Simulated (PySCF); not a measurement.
Method: PBE-D3(BJ)/def2-TZVP // B3LYP-D3(BJ)/def2-TZVP (PySCF). Gas-phase values, no solvent. Excitations are Tamm–Dancoff values on a coarser integration grid. The basis has no diffuse functions, so Rydberg states are missing or too high.

Reference species (SMILES): `[CH3][Ga]([CH3])[CH3]` (neutral, multiplicity 1).

| Quantity | Value |
|---|---|
| HOMO | -6.19 eV |
| S1 oscillator strength | 0.000 |
| T1 excitation (TDA) | 4.65 eV |

Changed species: `[CH3][GaH2]` (2 of 3 CH3 replaced by H; the reference has 0 of 3 CH3 replaced by H).

Q: What does the change do to the HOMO, S1 oscillator strength and T1 excitation (TDA)?

A: the HOMO falls by 0.60 eV, to -6.79 eV; the S1 oscillator strength hardly moves; the T1 excitation (TDA) drops by 0.29 eV, to 4.36 eV.
